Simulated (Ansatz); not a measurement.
Relaxation of CH₇Al₂NO (12 atoms, charge 0, multiplicity 1), to a largest force component of 0.02 eV/Å in at most 50 steps.

All numbers below come from RKS B3LYP-D4/def2-SVP in Ansatz.

```xyz
12
Properties=species:S:1:pos:R:3
C -1.685 0.601 -1.740
Al -0.980 -0.635 -0.427
Al 1.188 -0.114 0.596
N 1.899 -1.115 2.111
O 2.257 1.234 -0.080
H -2.433 0.126 -2.426
H -2.250 1.454 -1.213
H -0.871 1.106 -2.355
H -1.951 -1.603 0.400
H 1.841 -2.125 1.842
H 1.079 -1.036 2.872
H 1.982 2.053 0.454
```

Problem. Where does it end, and by what steps?

Solution. The forces met the threshold. The force dipped under the threshold on the way, but the program's further checks kept it going. After 17 steps the energy has fallen by 1.467 eV; H10 moved furthest, 1.50 Å.

```tsv
step	energy less start (eV)	largest force component (eV/Å)	accepted
0	0.0000	2.998	yes
1	-0.5926	1.420	yes
2	-0.7832	1.468	yes
3	-0.8973	0.989	yes
4	-0.9968	1.280	yes
5	-1.1723	0.566	yes
6	-1.2745	0.432	yes
7	-1.3598	0.359	yes
8	-1.4249	0.321	yes
9	-1.4577	0.207	yes
10	-1.4654	0.118	yes
11	-1.4667	0.017	yes
12	-1.4669	0.021	yes
13	-1.4670	0.045	yes
14	-1.4671	0.013	yes
15	-1.4671	0.018	yes
16	-1.4672	0.031	yes
17	-1.4672	0.019	yes
```

```xyz
12
Properties=species:S:1:pos:R:3
C -1.883 0.665 -1.833
Al -1.236 -0.417 -0.321
Al 1.084 -0.079 0.730
N 1.687 -1.091 2.071
O 2.087 1.168 0.106
H -2.342 0.038 -2.619
H -2.680 1.350 -1.483
H -1.097 1.284 -2.296
H -2.246 -1.518 0.253
H 2.589 -1.026 2.536
H 1.145 -1.841 2.491
H 2.970 1.410 0.400
```

Whether the end is a true minimum wasn't checked by a vibrational analysis.

Time of the run: 59 s on 2 threads of Intel(R) Xeon(R) Platinum 8488C (Sapphire Rapids) (shared host), peak memory 0.26 GiB.
